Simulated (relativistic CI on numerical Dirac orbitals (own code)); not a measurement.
Inner-shell lines of Hg46+

Computed by Dirac-Coulomb-Breit CI, separate exchange-only KLI orbitals for each configuration, model QED (radiative potential, 1s self-energy scaled to tabulated hydrogen-like ionisation energies), valence Slater integrals scaled by 0.85 (own radial code, finite nucleus).

CI space (outside the closed core [Ar]): 3d¹⁰4s²4p⁴, 3d⁹4s²4p⁵, 3d⁹4s²4p⁴4f, 3d⁹4s²4p⁴5p, 3d¹⁰4s4p⁵, 3d⁹4s4p⁵4f, 3d⁹4s4p⁵5p. Levels of other configurations are missing.

The table holds the strongest lines. The upper levels have an inner-shell vacancy. Auger decay, open to those above the ionisation limit, is not computed, and radiative decays to configurations outside the model are missing too. Absolute energies can be off by a few tenths of a per cent, and at this charge the scaling can make term splittings too narrow, so close lines can change order. LS names give the leading component, which can be well under half, for lower levels too. Brackets number the levels in order of energy.

```tsv
E (eV)	Upper	Lower	A (s⁻¹)	gA (s⁻¹)
2508.06	3d⁹4s²4p⁴4f ³D°3 [82]	3d¹⁰4s²4p⁴ ³P2 [1]	2.39e+14	1.67e+15
2508.75	3d⁹4s4p⁵4f ³D3 [356]	3d¹⁰4s4p⁵ ³P°2 [5]	2.34e+14	1.64e+15
2508.94	3d⁹4s²4p⁴4f ³D°1 [85]	3d¹⁰4s²4p⁴ ¹S0 [2]	2.38e+14	7.14e+14
2509.13	3d⁹4s4p⁵4f ³F2 [374]	3d¹⁰4s4p⁵ ¹P°1 [6]	2.51e+14	1.25e+15
2509.18	3d⁹4s²4p⁴4f ³D°2 [212]	3d¹⁰4s²4p⁴ ³P1 [3]	2.47e+14	1.24e+15
2509.18	3d⁹4s²4p⁴4f ³P°2 [83]	3d¹⁰4s²4p⁴ ³P2 [1]	2.40e+14	1.20e+15
2509.24	3d⁹4s²4p⁴4f ³P°1 [84]	3d¹⁰4s²4p⁴ ³P2 [1]	2.39e+14	7.18e+14
2509.24	3d⁹4s²4p⁴4f ¹F°3 [215]	3d¹⁰4s²4p⁴ ¹D2 [4]	2.44e+14	1.71e+15
2509.79	3d⁹4s²4p⁴4f ³P°1 [216]	3d¹⁰4s²4p⁴ ¹D2 [4]	2.50e+14	7.50e+14
2509.89	3d⁹4s4p⁵4f ³P1 [357]	3d¹⁰4s4p⁵ ³P°2 [5]	2.28e+14	6.83e+14
2510.20	3d⁹4s4p⁵4f ³D2 [358]	3d¹⁰4s4p⁵ ³P°2 [5]	1.65e+14	8.25e+14
2510.37	3d⁹4s4p⁵4f ³D1 [376]	3d¹⁰4s4p⁵ ¹P°1 [6]	2.46e+14	7.39e+14
2510.79	3d⁹4s4p⁵4f ³D1 [492]	3d¹⁰4s4p⁵ ³P°1 [9]	2.53e+14	7.60e+14
2510.84	3d⁹4s4p⁵4f ³D1 [490]	3d¹⁰4s4p⁵ ³P°0 [8]	2.49e+14	7.46e+14
2510.85	3d⁹4s4p⁵4f ³D2 [493]	3d¹⁰4s4p⁵ ³P°1 [9]	2.52e+14	1.26e+15
2511.09	3d⁹4s²4p⁴4f ³D°1 [377]	3d¹⁰4s²4p⁴ ³P0 [7]	2.57e+14	7.70e+14
2511.16	3d⁹4s²4p⁴4f ³P°1 [214]	3d¹⁰4s²4p⁴ ³P1 [3]	2.40e+14	7.20e+14
2511.29	3d⁹4s²4p⁴4f ¹D°2 [217]	3d¹⁰4s²4p⁴ ¹D2 [4]	2.49e+14	1.24e+15
2595.80	3d⁹4s²4p⁴4f ³P°1 [126]	3d¹⁰4s²4p⁴ ³P2 [1]	4.78e+14	1.44e+15
2596.05	3d⁹4s4p⁵4f ³D3 [419]	3d¹⁰4s4p⁵ ³P°2 [5]	1.42e+14	9.93e+14
2596.94	3d⁹4s4p⁵4f ³D1 [420]	3d¹⁰4s4p⁵ ³P°2 [5]	2.95e+14	8.86e+14
2597.07	3d⁹4s²4p⁴4f ³D°3 [127]	3d¹⁰4s²4p⁴ ³P2 [1]	3.73e+14	2.61e+15
2597.13	3d⁹4s²4p⁴4f ¹P°1 [131]	3d¹⁰4s²4p⁴ ¹S0 [2]	4.53e+14	1.36e+15
2597.33	3d⁹4s²4p⁴4f ³P°2 [128]	3d¹⁰4s²4p⁴ ³P2 [1]	4.20e+14	2.10e+15
2597.42	3d⁹4s²4p⁴4f ¹F°3 [287]	3d¹⁰4s²4p⁴ ¹D2 [4]	4.56e+14	3.19e+15
2597.71	3d⁹4s4p⁵4f ¹D2 [443]	3d¹⁰4s4p⁵ ¹P°1 [6]	4.72e+14	2.36e+15
2597.99	3d⁹4s²4p⁴4f ³D°2 [276]	3d¹⁰4s²4p⁴ ³P1 [3]	2.67e+14	1.34e+15
2598.49	3d⁹4s4p⁵4f ¹P1 [444]	3d¹⁰4s4p⁵ ¹P°1 [6]	4.70e+14	1.41e+15
2598.64	3d⁹4s4p⁵4f ³P2 [423]	3d¹⁰4s4p⁵ ³P°2 [5]	3.46e+14	1.73e+15
2598.82	3d⁹4s4p⁵4f ³D3 [424]	3d¹⁰4s4p⁵ ³P°2 [5]	1.91e+14	1.34e+15
2599.33	3d⁹4s²4p⁴4f ³D°1 [278]	3d¹⁰4s²4p⁴ ³P1 [3]	2.74e+14	8.23e+14
2599.99	3d⁹4s²4p⁴4f ³F°2 [281]	3d¹⁰4s²4p⁴ ³P1 [3]	1.88e+14	9.42e+14
2600.16	3d⁹4s²4p⁴4f ¹P°1 [294]	3d¹⁰4s²4p⁴ ¹D2 [4]	4.22e+14	1.27e+15
2600.50	3d⁹4s²4p⁴4f ³D°1 [451]	3d¹⁰4s²4p⁴ ³P0 [7]	4.83e+14	1.45e+15
2600.56	3d⁹4s²4p⁴4f ¹D°2 [295]	3d¹⁰4s²4p⁴ ¹D2 [4]	4.56e+14	2.28e+15
```
